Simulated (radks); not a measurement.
Values are calculated unless marked as measured or tabulated.
Ne7+, configuration [He] 2s1.

Code: a radial shooting solver on a logarithmic mesh with Libxc functionals. Model: scalar-relativistic Kohn-Sham, LB94 model potential, spin-polarised, spherical densities, finite nucleus; open shells are filled with parallel spins first; Fermi nuclear charge, rms radius 3.0055 fm.

Energy parts (eV):
kinetic: 2796.112
electron-nucleus: -5851.380
Hartree: 445.155
(The LB94 potential has no energy functional, so no total or exchange-correlation energy is given.)

Orbitals (lengths in bohr, moments of r in powers of bohr):
orbital,occ.,eigenvalue (eV),<r^4>,<r^2>
1s up,1,-1127.983,0.002696,0.03254
1s down,1,-1127.110,0.002775,0.03296
2s down,0,-244.1349,0.4650,0.5284
2s up,1,-237.7779,0.5055,0.5514

The highest occupied level is 2s up at -237.78 eV. The configuration is held as typed, so some empty levels lie below it. The spin density at the nucleus is 32.39 e/bohr^3 (1s 2.33, 2s 30.06). The density falls to 0.001 e/bohr^3 at r = 1.59 bohr. For comparison, the ionisation energy in NIST's Atomic Spectra Database is 239.10 eV (semi-empirical). In exact Kohn-Sham theory the highest level is minus the ionisation energy, but local and semilocal functionals leave it too shallow, through self-interaction and a potential that decays too fast; potentials with the right tail come closer. Spin moment in Bohr magnetons: 1.
